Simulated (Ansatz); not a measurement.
Calculation: CAM-B3LYP-D3(BJ)/def2-TZVP (Ansatz, a first-principles code). No frequencies were computed at this level.

Ansatz 0.2 input:
```yaml
crystal:
  periodic: [false, false, false]
  atoms:
    - { symbol: C, position_ang: [-0.972038, -0.08415, 0.146931] }
    - { symbol: Ge, position_ang: [0.787708, 0.048539, -0.19731] }
    - { symbol: H, position_ang: [-1.645005, 0.684414, -0.201101] }
    - { symbol: H, position_ang: [-1.425839, -1.05831, 0.243266] }
    - { symbol: H, position_ang: [1.774122, -0.970183, 0.303296] }
    - { symbol: H, position_ang: [1.481053, 1.379691, -0.295083] }
basis:
  gaussian: { orbitals: def2-tzvp }
hamiltonian:
  xc: cam_b3lyp
  dispersion: d3bj
relax:
  max_steps: 150
```

Output:

```
Functional definition: CAM-B3LYP
745 factors; their error is unknown
225 factors; integrals over basis functions are off by at most 2.8e-6 eV
mean field evaluation 1: about -57613.8819 eV, gradient 5.6e1 eV
mean field evaluation 2: about -57603.5584 eV, gradient 7.8e1 eV
mean field evaluation 4: about -57621.2317 eV, gradient 2.2e0 eV
mean field evaluation 8: about -57621.2416 eV, gradient 1.2e-1 eV
mean field evaluation 16: about -57621.4390 eV, gradient 2.4e-5 eV
mean field -57621.43900729 eV, -2117.5488263039 hartree, gradient 2.4e-5 eV, S^2 0.000000; 0 other end points of the search recorded, 0 dependent functions left out
reference -57621.43911240 eV, -2117.5488301664 hartree; 21, 21 occupied and 82, 82 virtual orbitals, 745 factors
relax step   1: F+E_penalty+E_count = -57621.50682610 eV  Δ(F+E_penalty+E_count) = +0.000e0 eV  max|allowed force component| = 8.930e-1 eV/Å  Δτ_max = 0.0000 Å  (26 SCF iters, accepted)
these checks for a lower state are left out or cut short: starts, cluster_reference, orbital_swaps, neighbouring_geometries, increment
745 factors; their error is unknown
225 factors; integrals over basis functions are off by at most 4.2e-6 eV
mean field -57621.52097819 eV, -2117.5518386789 hartree, gradient 1.8e-5 eV, S^2 0.000000; 0 other end points of the search recorded, 0 dependent functions left out
reference -57621.52108297 eV, -2117.5518425293 hartree; 21, 21 occupied and 82, 82 virtual orbitals, 745 factors
relax step   2: F+E_penalty+E_count = -57621.58862565 eV  Δ(F+E_penalty+E_count) = -8.180e-2 eV  max|allowed force component| = 1.145e0 eV/Å  Δτ_max = 0.1610 Å  (35 SCF iters, accepted)
these checks for a lower state are left out or cut short: starts, cluster_reference, orbital_swaps, neighbouring_geometries, increment
745 factors; their error is unknown
225 factors; integrals over basis functions are off by at most 4.3e-6 eV
mean field evaluation 32: about -57621.5702 eV, gradient 2.5e-5 eV
mean field -57621.57023822 eV, -2117.5536489516 hartree, gradient 2.5e-5 eV, S^2 0.000000; 0 other end points of the search recorded, 0 dependent functions left out
reference -57621.57034210 eV, -2117.5536527690 hartree; 21, 21 occupied and 82, 82 virtual orbitals, 745 factors
relax step   3: F+E_penalty+E_count = -57621.63816540 eV  Δ(F+E_penalty+E_count) = -4.954e-2 eV  max|allowed force component| = 1.240e0 eV/Å  Δτ_max = 0.0480 Å  (30 SCF iters, accepted)
these checks for a lower state are left out or cut short: starts, cluster_reference, orbital_swaps, neighbouring_geometries, increment
745 factors; their error is unknown
225 factors; integrals over basis functions are off by at most 4.3e-6 eV
mean field -57621.58681273 eV, -2117.5542580535 hartree, gradient 1.5e-5 eV, S^2 0.000000; 0 other end points of the search recorded, 0 dependent functions left out
reference -57621.58691662 eV, -2117.5542618715 hartree; 21, 21 occupied and 82, 82 virtual orbitals, 745 factors
relax step   4: F+E_penalty+E_count = -57621.65467268 eV  Δ(F+E_penalty+E_count) = -1.651e-2 eV  max|allowed force component| = 2.163e-1 eV/Å  Δτ_max = 0.0266 Å  (31 SCF iters, accepted)
these checks for a lower state are left out or cut short: starts, cluster_reference, orbital_swaps, neighbouring_geometries, increment
745 factors; their error is unknown
225 factors; integrals over basis functions are off by at most 4.3e-6 eV
mean field -57621.58735873 eV, -2117.5542781186 hartree, gradient 1.6e-5 eV, S^2 0.000000; 0 other end points of the search recorded, 0 dependent functions left out
reference -57621.58746268 eV, -2117.5542819386 hartree; 21, 21 occupied and 82, 82 virtual orbitals, 745 factors
relax step   5: F+E_penalty+E_count = -57621.65522118 eV  Δ(F+E_penalty+E_count) = -5.485e-4 eV  max|allowed force component| = 4.426e-2 eV/Å  Δτ_max = 0.0086 Å  (31 SCF iters, accepted)
these checks for a lower state are left out or cut short: starts, cluster_reference, orbital_swaps, neighbouring_geometries, increment
745 factors; their error is unknown
225 factors; integrals over basis functions are off by at most 4.3e-6 eV
mean field -57621.58756557 eV, -2117.5542857200 hartree, gradient 1.5e-5 eV, S^2 0.000000; 0 other end points of the search recorded, 0 dependent functions left out
reference -57621.58766949 eV, -2117.5542895388 hartree; 21, 21 occupied and 82, 82 virtual orbitals, 745 factors
relax step   6: F+E_penalty+E_count = -57621.65543920 eV  Δ(F+E_penalty+E_count) = -2.180e-4 eV  max|allowed force component| = 8.025e-2 eV/Å  Δτ_max = 0.0109 Å  (31 SCF iters, accepted)
these checks for a lower state are left out or cut short: starts, cluster_reference, orbital_swaps, neighbouring_geometries, increment
745 factors; their error is unknown
225 factors; integrals over basis functions are off by at most 4.3e-6 eV
mean field -57621.58772018 eV, -2117.5542914017 hartree, gradient 1.5e-5 eV, S^2 0.000000; 0 other end points of the search recorded, 0 dependent functions left out
reference -57621.58782412 eV, -2117.5542952214 hartree; 21, 21 occupied and 82, 82 virtual orbitals, 745 factors
relax step   7: F+E_penalty+E_count = -57621.65559449 eV  Δ(F+E_penalty+E_count) = -1.553e-4 eV  max|allowed force component| = 3.575e-3 eV/Å  Δτ_max = 0.0041 Å  (32 SCF iters, accepted)
745 factors; their error is unknown
225 factors; integrals over basis functions are off by at most 4.3e-6 eV
mean field evaluation 64: about -57604.8714 eV, gradient 7.6e1 eV
mean field -57621.58772018 eV, -2117.5542914017 hartree, gradient 2.6e-5 eV, S^2 0.000000; 1 other end points of the search recorded, 0 dependent functions left out
reference -57621.58782412 eV, -2117.5542952213 hartree; 21, 21 occupied and 82, 82 virtual orbitals, 745 factors
Total energy: -57621.65569843 eV, -2117.5567895563 hartree
Atom 0 at    -0.958792    -0.112590     0.029079 Å, force     0.002930     0.000199     0.000221 eV/Å
Atom 1 at     0.789861     0.092779    -0.023871 Å, force    -0.003575    -0.000461    -0.000368 eV/Å
Atom 2 at    -1.630898     0.706424    -0.179254 Å, force    -0.000910     0.000079    -0.000080 eV/Å
Atom 3 at    -1.409346    -1.063424     0.271636 Å, force    -0.000914    -0.000205     0.000016 eV/Å
Atom 4 at     1.758744    -1.043178     0.264978 Å, force     0.001248    -0.000218     0.000202 eV/Å
Atom 5 at     1.450432     1.419990    -0.362570 Å, force     0.001221     0.000605     0.000009 eV/Å
Dipole moment:     0.174357     0.020483    -0.005230 e Å
```

Cost: about 27 core-seconds (a rough figure).
